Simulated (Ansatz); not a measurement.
Ansatz (an electronic-structure program) input (PBE0/def2-SVP):

Ansatz 0.2 input:
```yaml
crystal:
  periodic: [false, false, false]
  atoms:
    - {symbol: Si, position_ang: [-2.34480520, -0.24694882, -0.13562486]}
    - {symbol: C, position_ang: [-0.48619223, -0.15848937, -0.04266706]}
    - {symbol: C, position_ang: [0.40311614, -1.29242953, -0.15766405]}
    - {symbol: C, position_ang: [1.68447560, -0.88780559, -0.04698767]}
    - {symbol: S, position_ang: [1.91811948, 0.78215876, 0.18960013]}
    - {symbol: C, position_ang: [0.20062522, 1.01319854, 0.14610668]}
    - {symbol: H, position_ang: [-2.88615624, 1.12207793, 0.02640229]}
    - {symbol: H, position_ang: [-2.88371123, -1.12110776, 0.93323173]}
    - {symbol: H, position_ang: [-2.78031431, -0.79930552, -1.44033245]}
    - {symbol: H, position_ang: [0.08053918, -2.31171790, -0.30990883]}
    - {symbol: H, position_ang: [-0.20514464, 2.00595227, 0.26302580]}
basis:
  gaussian:
    orbitals: def2-SVP
hamiltonian:
  xc: {name: PBE0}
magnetization: {spin_polarized: true, initial_magnetization: 1}
```

End of the output:

```
integrals: 0.08 GiB planned
1166 factors; integrals over basis functions are off by at most 1.5e-3 eV
0.19 GiB of the device are held for the grids
0.53 GiB of device memory are held for the factors and their scratch space
mean field: 0.35 GiB planned
mean field evaluation 1: about -22910.4229 eV, gradient 3.8e1 eV
mean field evaluation 2: about -22895.8869 eV, gradient 6.4e1 eV
mean field evaluation 4: about -22917.9639 eV, gradient 5.7e0 eV
mean field evaluation 8: about -22918.2973 eV, gradient 2.4e-1 eV
mean field evaluation 16: about -22918.2989 eV, gradient 6.1e-3 eV
mean field -22918.29890441 eV, -842.2319501561 hartree, gradient 7.4e-5 eV, S^2 0.763957; 0 other end points of the search recorded, 0 dependent functions left out
reference -22918.29893000 eV, -842.2319510967 hartree; 30, 29 occupied and 87, 88 virtual orbitals, 1166 factors
Total energy: -22918.29893000 eV, -842.2319510967 hartree
```

It need not be the lowest isomer of its formula.
